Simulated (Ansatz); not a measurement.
Computed with Ansatz on PBE0-D4/def2-TZVP structures; ΔE is electronic, products minus reactants. CCSD(T)/CBS adds triple-zeta CCSD(T) − MP2 to the extrapolated MP2 energy (def2 sets, frozen cores). This one scheme is used for every species. For Zn outer-core shells are correlated without core-valence functions, which leaves a few kJ/mol of doubt a bond. Scalar relativity is left out up to krypton. One conformer a species, not always the lowest.

`C[SiH2]BS` + `[NH2][ZnH]` → `C[SiH2][NH][ZnH]` + `BS`  (cleavage of the Si–B bond)

```
             level  ΔE (kcal/mol)
       HF/def2-SVP          -24.6
SCS-MP2/def2-TZVPP          -21.3
```

(1) What does CCSD(T)/CBS give? (An estimate is asked.)

(2) What do rigid-rotor, harmonic-oscillator terms from PBE0-D4/def2-TZVP frequencies (298.15 K, 1 bar) make of the CCSD(T)/CBS value? (Estimate.)

Largest T1 diagnostic among the species: 0.016.

Answers

(1) Ansatz gave: -19.1 kcal/mol. The listed levels differ from it by -5.5, -2.2 kcal/mol.

(2) Computed: ΔZPE = -0.6 kcal/mol, ΔH = -20.0 kcal/mol, ΔS = -6 J/(mol·K), ΔG = -19.6 kcal/mol. Modes under 50 cm⁻¹ make the entropy rough.

In def2-TZVPP, CCSD(T) changes the Hartree–Fock value by +3.8 kcal/mol (the triples alone add +0.5 kcal/mol) and MP2 by +2.4 kcal/mol. Leaving LDA and LC-ωPBE aside and taking each functional with its dispersion term where it has one, the values, not all of them listed here, spread over 6.3 kcal/mol, from BHLYP-D4 to PBE-D4. LDA lies −0.8 kcal/mol from PBE without D4.
